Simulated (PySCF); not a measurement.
Calculation: PBE-D3(BJ)/def2-TZVP // B3LYP-D3(BJ)/def2-SVP (PySCF 2.14.0). All species are isolated molecules in the gas phase. One relaxed conformer stands for a flexible species; it need not be the lowest. 

Reference species (SMILES): `C[O][Sn]([O]C)([O]C)[O]C` (neutral, multiplicity 1).

```
Item     Value
----  --------
HOMO  -6.33 eV
LUMO  -2.75 eV
```

Changed species: `C[O][SnH2][O]C` (C–O–Sn–O torsion 60°, O–Sn–O–C torsion 60°) (2 of 4 OCH3 replaced by H; the reference has 0 of 4 OCH3 replaced by H).

What does the change do to the HOMO and LUMO?

the HOMO goes up by 0.28 eV, to -6.05 eV; the LUMO increases by 1.33 eV, to -1.42 eV.
